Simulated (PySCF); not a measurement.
## WHCl + H₂O → H₂WO + HCl

Level: PBE0 in the def2-TZVP basis family, computed in PySCF with density fitting; scalar-relativistic core potentials for atoms from Rb on, none lighter, no spin–orbit coupling; open shells unrestricted.

| species | state and structure | ZPE (kJ/mol) | H(298 K) − H(0) (kJ/mol) | S° (J/(mol K)) |
| --- | --- | --- | --- | --- |
| WHCl | quintet, Cs, W–Cl 2.262 Å, W–H 1.718 Å; Cl–W–H 120.4° | 16.7 | 11.5 | 290.6 |
| H₂O | singlet, C2v, O–H 0.960 Å (×2); H–O–H 105.1° | 56.5 | 9.9 | 188.7 |
| H₂WO | triplet, C2v, W–H 1.749 Å (×2), W–O 1.676 Å; H–W–H 127.0°, H–W–O 116.5° (×2) | 38.9 | 11.8 | 274.7 |
| HCl | singlet, C∞v, H–Cl 1.279 Å | 17.9 | 8.7 | 186.6 |

Q: Is the gas-phase reaction uphill or downhill in electronic energy at this level, and by how much?

A: At PBE0/def2-TZVP, ΔE = -51.9 kJ/mol, downhill. Hydrolysis steps of this kind drive oxide growth by atomic layer deposition.

Q: Add zero-point, thermal and entropy terms for 298.15 K and 1 bar.

A: ΔZPE = -16.4 and Δ[H(298) − H(0)] = -0.9 kJ/mol give ΔH° = -69.2 kJ/mol. ΔS° = -18.0 J/(mol K), so ΔG° = -69.2 − 298.15 × (-0.0180) = -64 kJ/mol and log₁₀K = 11.2.

Spin–orbit coupling can matter for WHCl, H₂WO and is left out. Open d or f shells are single determinants, so the state found may not be the ground state. Each species is the lowest minimum found with this bonding; other isomers or fragments can lie lower.
